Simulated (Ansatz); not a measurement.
Program: Ansatz. Geometries: PBE0-D4/def2-TZVP. ΔE: electronic, gas phase. CBS: MP2 limit from def2 TZ/QZ plus the TZ coupled-cluster correction, frozen cores. This one scheme is used for every species. DFT in def2-TZVPP. B3LYP here is the variant with VWN-RPA as its local correlation; programs differ in this. HSE06 is defined as in plane-wave codes. For Se outer-core shells are correlated without core-valence functions, which leaves a few kJ/mol of doubt a bond. Scalar relativity is left out up to krypton. One conformer a species, not always the lowest.

Reaction (ligand exchange at the Si–F bond): `F[SiH](F)[SeH]` + NH₃ → `N[SiH](F)[SeH]` + H–F

```
             level  ΔE (kcal/mol)  difference from CCSD(T)/CBS
         revPBE-D4           17.5                         -1.1
          B3LYP-D4           19.4                          0.8
          HSE06-D4           17.8                         -0.8
            revPBE           19.7                          1.1
         CAM-B3LYP           20.6                          2.0
           LC-ωPBE           18.6                          0.0
RPA@PBE/def2-TZVPP           19.5                          0.9
     CCSD/def2-SVP           18.5                         -0.1
  CCSD(T)/def2-SVP           18.5                         -0.1
    MP2/def2-TZVPP           18.3                         -0.3
       CCSD(T)/CBS           18.6                            0
```

Largest T1 diagnostic among the species: 0.011.

From BLYP to BHLYP (50 % exact exchange), in def2-TZVPP and without D4, ΔE moves by −0.8 kcal/mol. The D4 term adds −1.4 kcal/mol with B3LYP and −0.8 kcal/mol with PBE0; it sums over pairs of atoms, weighted by their polarisabilities, and B3LYP, whose exchange is more repulsive, gets the larger term.
